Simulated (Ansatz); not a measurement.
Basis-set series for `FC1=CCCC1F`. Charge 0, multiplicity 1. The geometry is a stationary point of PBE0-D4/def2-TZVP.

Z-matrix (Å, degrees):
```
C
C 1 1.541
C 1 1.496 2 103.6
H 1 1.093 2 111.6 3 120.9
H 1 1.095 2 112.3 3 -119.6
C 2 1.523 1 106.5 3 16.2
H 2 1.090 1 113.6 3 137.7
H 2 1.092 1 109.8 3 -101.8
C 3 1.324 1 110.5 2 -9.5
H 3 1.082 1 124.6 2 172.2
F 6 1.396 2 111.4 1 100.5
H 6 1.093 2 114.0 1 -139.7
F 9 1.329 3 126.4 1 -178.5
```

| functional | basis | functions | energy (Eh) | HOMO (eV) | LUMO (eV) |
| --- | --- | --- | --- | --- | --- |
| PBE0-D4 | def2-TZVPP | 301 | -393.54976 | -7.44 | 0.01 |
| PBE0-D4 | def2-QZVPP | 579 | -393.57035 | -7.47 | -0.07 |
| ωB97M-V | def2-TZVPP | 301 | -393.83125 | -9.67 | 2.12 |
| ωB97M-V | def2-QZVPP | 579 | -393.85082 | -9.70 | 1.79 |

Q: Give the rows for def2-SVP. (Best estimate.)

A: Computed: 
```
functional     basis  functions  energy (Eh)  HOMO (eV)  LUMO (eV)
   PBE0-D4  def2-SVP        128   -393.09499      -7.38       0.20
   ωB97M-V  def2-SVP        128   -393.36145      -9.60       2.42
```

Positive LUMOs are unbound and depend on the basis.
